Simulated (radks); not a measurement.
Ge-, 33 electrons, occupied as [Ar] 3d10 4s2 4p3. All-electron calculation, scalar-relativistic Kohn-Sham, r2SCAN, spin-polarised, spherical densities, finite nucleus; open shells are filled with parallel spins first; meta-GGA in the generalised Kohn-Sham scheme; Fermi nuclear charge, rms radius 4.0742 fm; hard spherical wall at 5 bohr. Program: a radial shooting solver on a logarithmic mesh with Libxc functionals.

Normalised radial functions P(r) = r R(r), r in bohr:

| r | 3d down | 4p up | 4d up |
|---|---|---|---|
| 0.004979 | 0.0001 | 0.0021 | 0.0000 |
| 0.006431 | 0.0001 | 0.0033 | 0.0000 |
| 0.008308 | 0.0002 | 0.0053 | 0.0001 |
| 0.01073 | 0.0005 | 0.0084 | 0.0001 |
| 0.01386 | 0.0011 | 0.0131 | 0.0003 |
| 0.01791 | 0.0022 | 0.0203 | 0.0005 |
| 0.02313 | 0.0044 | 0.0309 | 0.0011 |
| 0.02988 | 0.0088 | 0.0458 | 0.0022 |
| 0.0386 | 0.0172 | 0.0659 | 0.0043 |
| 0.04986 | 0.0331 | 0.0909 | 0.0082 |
| 0.06441 | 0.0619 | 0.1186 | 0.0152 |
| 0.0832 | 0.1116 | 0.1433 | 0.0275 |
| 0.1075 | 0.1928 | 0.1548 | 0.0474 |
| 0.1388 | 0.3159 | 0.1394 | 0.0776 |
| 0.1793 | 0.4859 | 0.0842 | 0.1189 |
| 0.2316 | 0.6935 | -0.0126 | 0.1687 |
| 0.2992 | 0.9092 | -0.1323 | 0.2184 |
| 0.3865 | 1.0818 | -0.2315 | 0.2536 |
| 0.4993 | 1.1550 | -0.2565 | 0.2570 |
| 0.645 | 1.0937 | -0.1731 | 0.2150 |
| 0.8331 | 0.9164 | 0.0086 | 0.1253 |
| 1.076 | 0.6760 | 0.2418 | -0.0080 |
| 1.39 | 0.4354 | 0.4688 | -0.1810 |
| 1.796 | 0.2419 | 0.6293 | -0.3804 |
| 2.32 | 0.1129 | 0.6840 | -0.5813 |
| 2.996 | 0.0442 | 0.6061 | -0.7014 |
| 3.871 | 0.0132 | 0.3764 | -0.5578 |
| 5 | 0.0000 | 0.0000 | 0.0000 |

3d down: eigenvalue -17.000 eV, 0 radial nodes, <r> = 0.735 bohr, 90 % of the charge inside 1.24 bohr. 4p up: eigenvalue 5.943 eV, 2 radial nodes at r = 0.225, 0.825 bohr, <r> = 2.50 bohr, 90 % of the charge inside 3.61 bohr. 4d up (empty): eigenvalue 17.173 eV, 1 radial node at r = 1.06 bohr, <r> = 2.97 bohr, 90 % of the charge inside 3.98 bohr.
